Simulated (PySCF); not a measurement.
A species of formula C3H8Si has this rotational fingerprint, computed with PBE0-D3(BJ)/def2-SVP geometry optimisation, gas phase (PySCF 2.14.0):

- Rotational constants: A = 11835, B = 3922, C = 3865 MHz
- Dipole components: |μa| = 0.76 D, |μb| = 0.00 D, |μc| = 0.34 D
- Inertial defect: -40.78 u·Å²
- κ: -0.99

Question: Which candidate fits, each taken in the one conformer that was computed?
A. `C[SiH]1CC1`
B. Si(eta1-allyl)H3 (`C(=C)C[SiH3]`)
C. `C[C@H]1C[SiH2]1`
D. `C1C[SiH2]C1`

Answer: A. It is C[SiH]1CC1, a near-prolate asymmetric top, point group Cs. The candidates at the same level (rigid rotor, commonest isotopes):

```csv
SMILES,A (MHz),B (MHz),C (MHz),μa (D),μb (D),μc (D),Δ (u·Å²),point group,rotor
C1C[SiH2]C1,8856,6212,4219,0.43,0.00,0.16,-18.64,Cs,asymmetric top
C[SiH]1CC1,11835,3922,3865,0.76,0.00,0.34,-40.78,Cs,near-prolate asymmetric top
C[C@H]1C[SiH2]1,10687,4376,3648,0.20,0.01,0.09,-24.23,C1,asymmetric top
[H][Si]([H])([H])CC=C,15663,2743,2630,0.17,0.49,0.04,-24.33,C1,near-prolate asymmetric top
```

`C[C@H]1C[SiH2]1` has B 12 % too high; `[H][Si]([H])([H])CC=C` has A 32 % too high; `C1C[SiH2]C1` has B 58 % too high. In the right answer the mirror of this Cs structure is the ac plane, so μb vanishes by symmetry (the 0.01 D computed is a residue). No structure here is proved a minimum.
